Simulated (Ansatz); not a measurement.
System: C$_{7}$H$_{6}$OSi, charge 0, multiplicity 1. 
Coordinates optimised at B3LYP-D3(BJ)/def2-TZVP (Ansatz, a quantum-chemistry and plane-wave program):
```xyz
15

C     -1.0470    -0.3862     2.7468
C     -0.6694    -0.2805     1.6068
Si    -0.0618    -0.1170    -0.1034
C     -0.8982    -1.3105    -1.1808
C     -1.4821    -2.0904    -1.8892
C     -0.4132     1.5833    -0.6569
C     -0.6206     2.7142    -1.0191
O      1.5351    -0.4286    -0.1791
C      2.5281     0.2992     0.5332
H     -1.3864    -0.4813     3.7505
H     -1.9933    -2.7812    -2.5162
H     -0.8101     3.7104    -1.3409
H      2.3649     0.2300     1.6119
H      2.5273     1.3518     0.2384
H      3.4956    -0.1377     0.2909
```
Charge 0, spin multiplicity 1.

Wanted: vertical triplet-singlet gap (E(triplet) - E(singlet); each state is the SCF solution reached for its spin), in kcal/mol. Valence correlation only, unless marked. Open shells are spin-unrestricted. Spin-orbit coupling is left out. No relativistic terms. 

```
level                    program  vertical triplet-singlet gap (kcal/mol)
-----------------------  -------  ---------------------------------------
HF/aug-cc-pV(D+d)Z        Ansatz                                    100.4
HF/aug-cc-pV(T+d)Z        Ansatz                                     99.2
SVWN5/def2-TZVPD          Ansatz                                    110.5
PBE/def2-TZVPD            Ansatz                                    109.6
r2SCAN/def2-TZVPD         Ansatz                                    110.6
B3LYP/def2-TZVPD          Ansatz                                    116.9
PBE0/def2-TZVPD           Ansatz                                    114.2
BHLYP/def2-TZVPD          Ansatz                                    114.8
CAM-B3LYP/def2-TZVPD      Ansatz                                    118.2
wB97M-V/def2-TZVPD        Ansatz                                    122.9
wB97X-V/def2-TZVPD        Ansatz                                    122.0
B2PLYP/def2-TZVPD         Ansatz                                    123.9
MP2/aug-cc-pV(D+d)Z       Ansatz                                    134.8
RI-MP2/aug-cc-pV(T+d)Z    Ansatz                                    134.6
SCS-MP2/aug-cc-pV(D+d)Z   Ansatz                                    134.2
CCSD/aug-cc-pV(D+d)Z      Ansatz                                    123.0
CCSD(T)/aug-cc-pV(D+d)Z   Ansatz                                    124.8
```
